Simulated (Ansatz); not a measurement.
The same path of ClFH9NSiW (14 atoms, charge 0, multiplicity 1) was run twice with different band settings.

All numbers below come from Ansatz, RKS BLYP-D4/def2-SVP.

Relaxed end points:

```xyz
14
Properties=species:S:1:pos:R:3
W 0.026 0.092 0.371
Cl -0.644 0.254 2.541
H 1.441 -0.945 0.485
H -0.701 1.531 -0.339
H -1.459 -0.257 -0.409
H -0.356 -1.541 0.023
F 0.826 0.211 -1.363
N 1.746 1.702 0.815
H 2.494 1.414 0.165
Si 1.241 3.429 0.523
H 0.968 3.561 -0.933
H 0.049 3.688 1.380
H 2.364 4.342 0.930
H 2.130 1.550 1.759
```

```xyz
14
Properties=species:S:1:pos:R:3
W 0.172 0.077 0.002
Cl -0.525 0.485 2.329
H 1.006 -0.939 1.088
H -0.893 1.407 0.110
H -1.422 -0.277 -0.501
H -0.410 -1.529 0.021
F 1.130 0.181 -1.601
N 1.830 1.695 0.650
H 2.696 1.555 0.105
Si 1.227 3.415 0.554
H 0.808 3.636 -0.861
H 0.108 3.535 1.525
H 2.345 4.353 0.904
H 2.050 1.436 1.624
```

Common settings: movable images 7; climbing image yes; optimiser quadratic models (default); start path through a guess of the saddle point; force threshold 0.05 eV/Å; iteration limit 60; end points relaxed.

| run | spring |
| --- | --- |
| 1 | 5.0 eV/Å² |
| 2 | 0.1 eV/Å² |

Question: What does each run give, and how far can it be trusted?

Answer: Run 1: converged after 32 iterations, highest image 0.111 eV above the first end. A vibrational analysis at the climbing image gives one clearly imaginary mode, 605i cm⁻¹: a first-order saddle point.
Run 2: converged after 31 iterations, highest image 0.154 eV above the first end. The order of the point at the top wasn't checked.
